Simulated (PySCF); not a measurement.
In(Me)(SeH)2, CH₅InSe₂, SMILES [In]([CH3])([SeH])[SeH] (PBE0/def2-SVP optimised geometry):

```
9

In     0.227    -0.201     0.000
C      1.354    -2.037    -0.017
H      0.861    -2.785     0.619
H      2.375    -1.857     0.347
H      1.400    -2.419    -1.047
Se     1.366     2.057     0.004
H      0.087     2.785    -0.004
Se    -2.302    -0.201     0.000
H     -2.375     1.268     0.000
```

Computed with PySCF 2.14.0 with PBE0/def2-TZVP, def2 effective core potentials past Kr.

Task: What are the frontier orbital energies and the dipole moment?

Result: HOMO-2 -7.78 eV, HOMO-1 -7.34 eV, HOMO -6.91 eV, LUMO -1.25 eV, LUMO+1 -1.16 eV; dipole moment 1.24 D.
